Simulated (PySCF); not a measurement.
Molecule: `InChI=1S/C4H7F2O/c1-2-4(5,6)3-7/h2-3H2,1H3/q-1`.

Bonds (- single, = double, # triple, : aromatic): C1-C2, C2-C3, C3-F4, C3-F5, C3-C6, C6-O7. C1 carries H8, H9, H10; C2 carries H11, H12; C6 carries H13, H14. Formal charges: O7 -1.

Total charge -1.

Frames of a GFN2-xTB Langevin trajectory at 400 K; GIAO PBE0/pcSseg-1 shieldings in PySCF 2.14, gas phase, non-relativistic; equivalent atoms averaged within each frame.

δ = σ(ref) − σ, references computed at the same level: TMS for ¹³C (186.93 ppm) and ¹H (31.72 ppm); ¹⁹F (170.95 ppm) against CFCl3; ¹⁷O (336.08 ppm) vs H2O. The references are static minima.

Q: How do the shifts (ppm) fluctuate along the trajectory?

A: 
```
         time (fs)     C3     C6    C2    C1   F4/F5     O7  H13/H14  H11/H12  H8/H9/H10
               250  145.2   95.7  30.0  10.4  -120.3  107.4     6.96     3.07       0.63
               425  142.7   92.9  30.6  13.6  -150.2  105.6     6.47     2.38       1.31
               625  145.0   84.9  31.4  14.1  -125.9   50.7     5.78     1.63       1.68
               800  149.5   97.6  39.1  12.0  -102.9  100.9     7.43     3.81       0.93
              1000  131.1  104.5  31.5  17.8  -133.5   86.7     6.83     1.11       1.44
    mean of frames  142.7   95.1  32.5  13.6  -126.6   90.2     6.69     2.40       1.20
standard deviation    6.9    7.1   3.7   2.8    17.3   23.6     0.62     1.08       0.42
```

5 frames give an uncertainty of the mean of about the standard deviation over 2.2 at best, since frames this close in time may not be independent; classical motion lacks zero-point vibration, and the reference would need the same averaging.
